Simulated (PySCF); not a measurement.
PbHI, SMILES [PbH][I] (connectivity only; charge and spin as stated), neutral, multiplicity 1. Heavy atoms are numbered as in [PbH:1][I:3]. Hydrogens are named by the atom that carries them.

The structure is a stationary point at B3LYP-D3(BJ)/def2-TZVP. The def2 effective core potentials stand for the cores of I, Pb; spin–orbit coupling is left out.

Computed with PBE/def2-TZVPD in PySCF.

Mulliken values depend strongly on the basis, most of all with diffuse functions as here. ESP charges are fitted to the potential on shells at 1.4 to 2.0 van der Waals radii. Atomic charges (e), one atom of each kind:

```csv
atom,Mulliken,ESP fit
Pb1 (PbH),0.32,___
H on Pb1,-0.08,___
I3,-0.24,___
```

Task: Some entries are withheld; supply them. (Estimate from the structure and the level; the computed values follow.)

Result: 
- Pb1 (PbH), ESP fit: 0.39
- H on Pb1, ESP fit: -0.15
- I3, ESP fit: -0.24
